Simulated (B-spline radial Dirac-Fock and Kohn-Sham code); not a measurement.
Calculated with an atomic code on a B-spline grid, using independent-particle photoionisation in a Dirac-Hartree-Slater potential with a Latter tail, all multipoles, thresholds from Dirac-Fock ΔSCF. Kinetic energies are from the vacuum level. Open shells are spread statistically over j, without multiplet splitting. Without correlation, outer binding energies are uncertain by a few eV, most for open f shells.

Question: A free atom or ion in its tabulated ground configuration is ionised with 1000 eV photons and gives these photoelectron lines. Identify it and assign the lines.

| kinetic energy (eV) | relative cross section |
| --- | --- |
| 168.3 | 11.6 |
| 284.4 | 11.1 |
| 375.3 | 36.6 |
| 565.7 | 50.7 |
| 582.5 | 76.7 |
| 797.4 | 3.2 |
| 827.4 | 77.9 |
| 830.7 | 100.0 |
| 838.3 | 2.9 |
| 854.5 | 7.7 |
| 908.7 | 2.8 |
| 910.6 | 4.2 |

Answer: Pt⁶⁺, [Xe] 4f14 5d4. Binding energies are hν less the kinetic energy: 4s 831.7 eV, 4p1/2 715.6 eV, 4p3/2 624.7 eV, 4d3/2 434.3 eV, 4d5/2 417.5 eV, 5s 202.6 eV, 4f5/2 172.6 eV, 4f7/2 169.3 eV, 5p1/2 161.7 eV, 5p3/2 145.5 eV, 5d3/2 91.34 eV, 5d5/2 89.38 eV.
